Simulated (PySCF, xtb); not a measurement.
SiHF2Br, SMILES F[SiH](F)Br.

GFN2-xTB (xtb) at its own geometry gives an orbital gap of 6.61 eV and a dipole moment of 3.99 D.

The structure is a stationary point at ωB97X-D3(BJ)/def2-SVP.

What does r2SCAN/def2-TZVPD run with PySCF give? (The exact figures need the calculation; the answer reports its results.)

gap 7.86 eV (levels -8.35 and -0.50 eV), dipole 1.27 D.
